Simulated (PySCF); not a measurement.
Structure with atom numbers: `[SiH3:1][SiH2:2][S:3][SiH2:4][Cl:5]` (H(Xn): hydrogen on atom n).

Geometry: PBE0-D3(BJ)/def2-SVP; GIAO absolute shieldings from PySCF, gas phase, non-relativistic, averaged over equivalent atoms.

At WP04/pcSseg-1 (155 basis functions, 16 s wall time on 1 thread of an Arm Neoverse V1, shared host):
```csv
atoms,σ (ppm)
Si4,338.2
Si2,373.4
Si1,423.4
S3,695.5
Cl5,909.1
H(Si4),26.64
H(Si2),27.40
H(Si1),28.33
```

Q: Estimate the result of repeating the calculation with PBE0/pcSseg-2.

A: 
| atoms | σ at PBE0/pcSseg-2 | change |
| --- | --- | --- |
| Si4 | 348.2 | +10.0 |
| Si2 | 394.9 | +21.5 |
| Si1 | 447.4 | +24.0 |
| S3 | 732.7 | +37.2 |
| Cl5 | 914.3 | +5.2 |
| H(Si4) | 25.55 | -1.09 |
| H(Si2) | 26.37 | -1.03 |
| H(Si1) | 27.45 | -0.88 |

The largest change is at S3 (sulfur bonded to 2 Si). Cost: 313 basis functions, 59 s wall time on 1 thread of an Arm Neoverse V1, shared host.
